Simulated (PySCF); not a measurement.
Can point charges reproduce the dipole moment of `C1[C@]2([C@@H](C=O)[C@@H]1C2)C`?

Coordinates (GFN2-xTB, Å) and charges (e) from the PBE0/pcSseg-1 density (PySCF):

```
atom       x       y       z  Mulliken      IAO  Hirshfeld  ESP-fitted
  C1  -1.246  -1.492   0.386   -0.0928  -0.4376    -0.1220     -0.6105
  C2  -0.481  -0.211   0.222   -0.4396  +0.0577    +0.0299     +0.4598
  C3  -0.525   1.028   1.140   -0.0626  -0.2660    -0.0753     -0.4251
  C4   0.463   1.389   0.021   -0.1330  -0.0867    -0.0176     +0.1164
  C5  -0.543   0.774  -0.966   -0.0878  -0.2707    -0.0774     -0.3622
  C6   1.054  -0.029   0.191   -0.2114  -0.1797    -0.0406     -0.3263
  C7   1.859  -0.624  -0.922   +0.2999  +0.2611    +0.1307     +0.5284
  O8   2.917  -0.208  -1.305   -0.3478  -0.3818    -0.2275     -0.4676
  H9  -0.986  -1.971   1.328   +0.1148  +0.1472    +0.0443     +0.1505
 H10  -1.021  -2.179  -0.428   +0.1120  +0.1442    +0.0423     +0.1543
 H11  -2.316  -1.291   0.381   +0.1165  +0.1493    +0.0459     +0.1607
 H12  -0.118   0.916   2.143   +0.1116  +0.1236    +0.0359     +0.1219
 H13  -1.459   1.585   1.161   +0.1103  +0.1249    +0.0369     +0.1344
 H14   1.023   2.308  -0.098   +0.0613  +0.1395    +0.0456     +0.0638
 H15  -1.479   1.311  -1.104   +0.1159  +0.1258    +0.0371     +0.1098
 H16  -0.150   0.430  -1.920   +0.1198  +0.1225    +0.0335     +0.1086
 H17   1.586  -0.197   1.132   +0.1400  +0.1406    +0.0439     +0.1200
 H18   1.412  -1.534  -1.375   +0.0731  +0.0862    +0.0340     -0.0369
```

Question: Compute μ = Σ q r for each scheme (1 e·Å = 4.803 D) and compare with the dipole of the full density.

Answer: The full density gives (-2.74, -0.50, 1.26) D, 3.06 D in size; dipole vectors point from the negative to the positive end.

```json
{"scheme": "Mulliken", "μx": "-3.88", "μy": "-1.60", "μz": "1.08", "size (D)": "4.33", "share of the full size (%)": "142", "angle to the full dipole (°)": "15"}
{"scheme": "IAO", "μx": "-2.91", "μy": "-0.71", "μz": "1.33", "size (D)": "3.28", "share of the full size (%)": "107", "angle to the full dipole (°)": "3"}
{"scheme": "Hirshfeld", "μx": "-1.92", "μy": "-0.28", "μz": "0.90", "size (D)": "2.14", "share of the full size (%)": "70", "angle to the full dipole (°)": "2"}
{"scheme": "ESP-fitted", "μx": "-2.77", "μy": "-0.52", "μz": "1.24", "size (D)": "3.08", "share of the full size (%)": "101", "angle to the full dipole (°)": "1"}
```

Question: Which set comes closest?

Answer: Length of the difference vector: ESP-fitted 0.04 D, IAO 0.27 D, Hirshfeld 0.92 D, Mulliken 1.59 D. Closest: ESP-fitted. The schemes that divide the density aren't constrained to reproduce the dipole.

Question: What is left for the Hirshfeld atoms' own dipoles?

Answer: The Hirshfeld atoms' densities add up to the full density, so μ = Σ q r + Σ (atomic dipoles). The atomic dipoles sum to (-2.74, -0.50, 1.26) − (-1.92, -0.28, 0.90) = (-0.82, -0.22, 0.36) D, 0.92 D in size.

Question: With the origin at the mean of the coordinates, (0.000, 0.000, -0.001) Å, which are the largest single terms, by size, of the IAO dipole along the direction of the full one?

Answer: O8 +5.72, C1 -3.20, C7 -2.44, H11 +1.75, H9 +1.24 D; all 18 atoms together +3.27 D. The single terms depend on the origin, their sum doesn't.

Question: Give the size of the full dipole in other units.

Answer: 3.06 D = 1.203 au = 0.636 e·Å = 10.20 × 10⁻³⁰ C·m.

Geometry: GFN2-xTB, one conformer, isolated molecule.

Shape of the structure used: `[CH3:1][C@:2]12[CH2:3][C@H:4]([CH2:5]1)[C@@H:6]2[CH:7]=[O:8]`: C4–C6–C7–O8 66°.
